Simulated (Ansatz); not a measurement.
Compare A (`[OH][Al]1[O]C[SiH2]1`) with its isomer B (`C[SiH]1[O][Al]1[OH]`).

Program: Ansatz. Geometries: PBE0-D4/def2-TZVP. ΔE: electronic, gas phase. CCSD(T)/CBS adds triple-zeta CCSD(T) − MP2 to the extrapolated MP2 energy (def2 sets, frozen cores). Functionals use def2-TZVPP. B3LYP here is the variant with VWN-RPA as its local correlation; programs differ in this. One conformer a species, not always the lowest.

(1) Which is lower in electronic energy at CCSD(T)/CBS, and by how much? (Best estimate.)

(2) Give E(B) − E(A) in kJ/mol with PBE-D4, ωB97M-V, B3LYP, MP2/def2-TZVPP, r2SCAN-D4, CCSD/def2-TZVPP, B3LYP-D4. (An estimate is asked.)

Largest T1 diagnostic: 0.015.

Answers

(1) The calculation gave: B, by 103.5 kJ/mol.

(2) Ansatz gave: PBE-D4 -93.0, ωB97M-V -100.8, B3LYP -100.3, MP2/def2-TZVPP -110.1, r2SCAN-D4 -105.2, CCSD/def2-TZVPP -100.0, B3LYP-D4 -98.5. None reverses the order clearly.
